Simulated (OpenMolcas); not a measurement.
**Ar⁵⁺: the spin-orbit constant, worked from levels**

```yaml
Program: OpenMolcas 26.06
Basis: ANO-RCC-VQZP [6s5p3d2f1g]
Scalar_Hamiltonian: DKH2, point nucleus
Active_space: 3 electrons in 4 orbitals (3s 3p)
State_averaging: 2S+1 = 4 odd, 1 root; 2S+1 = 2 odd, 11 roots; 2S+1 = 4 even, 3 roots; 2S+1 = 2 even, 9 roots
Spin-orbit_coupling: state interaction with AMFI integrals over the reference wave functions, term energies averaged over their components
```

Methods: CASSCF; MS-CASPT2, IPEA 0.25 Eh, imaginary shift 0.1 Eh (closed shells correlated: 2s 2p). Measured levels: Saloman, J. Phys. Chem. Ref. Data 39, 033101 (2010).

**The spin-orbit constant.** For the Hund term 2P* of p1, E(J) = (A/2) J(J+1) + constant and ζ = 2S·A = A. From J = 1/2 to J = 3/2 the energy changes by 1.5 A.

| Source | E(3/2) - E(1/2) | A | ζ |
| --- | --- | --- | --- |
| CASSCF | 2001.5 | 1334.3 | 1334 |
| MS-CASPT2 | 2011.1 | 1340.7 | 1341 |
| measured | 2207.9 | 1471.9 | 1472 |

All in cm-1. MS-CASPT2 is off by -8.9 % and CASSCF by -9.3 %. Both methods take the spin-orbit matrix elements from the reference wave functions, so the second can move ζ only through the term energies and any multistate remixing.

Over all roots computed the reference weight is 0.90 to 0.99 in MS-CASPT2; the roots of lowest weight are the least certain, and an intruder state may touch them. Measured partners are found by configuration, term and J. A level has none where our copy of the source lacks it or the pairing is in doubt (some pairs that miss far off the trend of their configuration count as doubtful), and it then counts in no deviation. Levels of configurations outside the active space are missing.

* marks odd parity.
